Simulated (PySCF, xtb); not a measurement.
dimethyl telluride cation (C2H6Te), SMILES C[Te]C (connectivity only; charge and spin as stated), charge +1, multiplicity 2. Atoms are numbered in the order given.

```xyz
9

C      1.5871     0.0000     1.0435
Te     0.0000     0.0000    -0.3879
C     -1.5871     0.0000     1.0435
H      1.4883    -0.9038     1.6638
H      2.5389     0.0000     0.4960
H      1.4883     0.9038     1.6638
H     -1.4883    -0.9038     1.6638
H     -2.5389     0.0000     0.4960
H     -1.4883     0.9038     1.6638
```
Charge +1, spin multiplicity 2.

Geometry optimised at r2SCAN-D4/def2-SVP. The multiplicity is an assumed one; other spin states were not compared. The def2 effective core potentials stand for the cores of Te; spin–orbit coupling is left out.

Calculation: PySCF 2.14.0 with IEF-PCM-PBE0/def2-SVP.

The values are the electrostatic part of the solvation free energy, E(continuum) − E(gas) at the gas-phase geometry, in a cavity of scaled van der Waals radii (PySCF's table); cavitation and dispersion terms are not included.

| solvent | ε | ΔG(elec) (kcal/mol) |
|---|---|---|
| water | 78.36 | -57.9 |
| 2-propanol | 19.26 | -55.6 |
| benzene | 2.27 | -32.7 |

For comparison, GFN2-xTB/ALPB(water) (xtb, at the GFN2-xTB geometry, all terms of that model) gives -58.4 kcal/mol.
